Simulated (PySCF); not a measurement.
Isomers of C5H4F3NS, one GFN2-xTB conformer each. Single-point energies are computed at PBE0/pcSseg-1 (PySCF, gas phase, no added dispersion term), electronic only.

Question: Rank them by PBE0/pcSseg-1 energy, lowest first (kcal/mol).
A. `[F:1][C:2]([F:3])([F:4])[S:5][c:6]1[cH:7][cH:8][cH:9][nH:10]1` with C2–S5–C6–C7 96°
B. `Cc1cc(C(F)(F)F)ns1`
C. `n1sc(C(F)(F)F)cc1C`

Answer: C (0.0), B (0.1), A (2.2).

As drawn, the highest has an N–H bond, which the lowest lacks. Neighbours under 2.5 kcal/mol apart (Cc1cc(C(F)(F)F)sn1 and Cc1cc(C(F)(F)F)ns1; Cc1cc(C(F)(F)F)ns1 and FC(F)(F)Sc1ccc[nH]1) can change places with a better method, another conformer or zero-point energy. GFN2-xTB itself gives, in the same order: 0.2, 0.0, 7.8. GFN2-xTB puts Cc1cc(C(F)(F)F)ns1 lowest instead; measured from each level's own lowest isomer, the values differ by up to 5.6 kcal/mol (FC(F)(F)Sc1ccc[nH]1: 7.8 against 2.2).

Question: Which frontier levels, dipoles and rotational constants go with these structures?

Answer: 
```
             SMILES  HOMO (eV, PBE0/pcSseg-1)  LUMO (eV)  dipole (D)       A, B, C (MHz)
 Cc1cc(C(F)(F)F)sn1                     -7.89      -1.63        2.34  2295, 777.9, 648.7
 Cc1cc(C(F)(F)F)ns1                     -8.05      -1.52        4.85  2462, 722.3, 621.0
FC(F)(F)Sc1ccc[nH]1                     -6.78      -0.33        2.41  2524, 742.6, 732.9
```

Question: As an exercise, what shares would exp(−E/RT) give at 2000 K from these electronic energies alone (no entropy, no degeneracies)?

Answer: RT = 3.974 kcal/mol: Cc1cc(C(F)(F)F)sn1 39.1 %, Cc1cc(C(F)(F)F)ns1 38.3 %, FC(F)(F)Sc1ccc[nH]1 22.6 %.
